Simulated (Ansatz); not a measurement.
`F[SiH2][SbH2]` + `[OH][GaH2]` → `[GaH2][O][SbH2]` + `F[SiH3]` at 700 K and 1 bar (cleavage of the Sb–Si bond).

Gas-phase electronic energies from Ansatz, PBE0-D4/def2-TZVP geometries. CCSD(T)/CBS is the MP2 limit (def2-TZVPP, def2-QZVPP) plus CCSD(T) − MP2 in def2-TZVPP, frozen cores. This one scheme is used for every species. Elements past krypton have def2 core potentials. For Ga, Sb outer-core shells are correlated without core-valence functions, which leaves a few kJ/mol of doubt a bond. Scalar relativity is left out up to krypton.

```
          species  CCSD(T)/CBS energy (Eh)  H − E (kJ/mol)  S (J/(mol·K))
  `F[SiH2][SbH2]`               -631.33896           147.7          416.8
     `[OH][GaH2]`              -2000.92981           111.5          322.8
`[GaH2][O][SbH2]`              -2241.53579           143.0          440.2
        `F[SiH3]`               -390.72345           108.4          291.4
```

H − E and S are ideal-gas, rigid-rotor, harmonic terms from PBE0-D4/def2-TZVP, for one conformer and one mirror image of each species. 1 Eh = 2625.50 kJ/mol, R = 8.31446 J/(mol·K).

**Question.** By hand: ΔE, ΔH, ΔS and ΔG.

**Answer.** ΔE = (-2241.53579) + (-390.72345) − (-631.33896) − (-2000.92981) = 0.00953 Eh = 25.0 kJ/mol. Δ(H − E) = 143.0 + 108.4 − 147.7 − 111.5 = -7.8, so ΔH = 17.2 kJ/mol. ΔS = 440.2 + 291.4 − 416.8 − 322.8 = -8.0 J/(mol·K). ΔG = 17.2 − 700 × (-8.0)/1000 = 22.8 kJ/mol.

**Question.** By hand: the equilibrium constant, and the temperature at which ΔG would vanish if ΔH and ΔS stayed fixed.

**Answer.** log₁₀ K = −ΔG/(RT ln 10) = -1.7. ΔH and −TΔS have one sign here, so there is no such temperature.

The number of gas molecules stays the same, so ΔS is small and ΔH decides. A doubt of 5 kJ/mol in ΔE shifts log₁₀ K by 0.4 here. Other conformers and mirror images would add mixing entropy, several J/(mol·K) or more a flexible species. Modes under 60 cm⁻¹, often nearly free rotors, make the harmonic entropy too high. These are equilibria of isolated gas molecules and say nothing of rates. Largest T1 diagnostic: 0.016 (customary marks: 0.02 for closed shells, 0.045 for open ones).

ΔS is within the doubt of such terms, so its sign, and with it that verdict, could turn.
